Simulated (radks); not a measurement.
Results of a calculation; reference values are marked as such.
These are the eigenvalues of the occupied orbitals of an atom or ion with whole-number occupations (eV). Code: a radial shooting solver on a logarithmic mesh with Libxc functionals. Model: Dirac Kohn-Sham, PBE, spin-unpolarised, spherical densities, finite nucleus; Fermi nuclear charge, rms radius of each element as measured or else 0.836 A^(1/3) + 0.57 fm.

1s1/2: -78323.93
2s1/2: -13792.31
2p1/2: -13225.02
2p3/2: -11496.17
3s1/2: -3278.845
3p1/2: -3023.330
3p3/2: -2643.279
3d3/2: -2216.450
3d5/2: -2134.525
4s1/2: -744.8719
4p1/2: -636.2917
4p3/2: -545.7788
4d3/2: -367.6183
4d5/2: -350.7816
5s1/2: -152.1766
4f5/2: -123.1880
4f7/2: -119.7270
5p1/2: -117.1764
5p3/2: -101.7384
5d3/2: -53.7583
5d5/2: -51.9718

Which element is it, and in what charge state? The configuration may be excited. Open shells, if any, are shared by 2j + 1.

Answer. Z = 78, platinum, charge +4: Pt4+ in [Xe] 4f14 5d6. The list shows which subshells hold electrons but not how many an open one holds; the 1s level, -2878.4 hartree, gives Z - s = 75.9 by -(Z - s)^2/2, which with screening and relativity narrows Z to a few neighbours, and the depths of the outer levels then fix element, charge and occupations together.
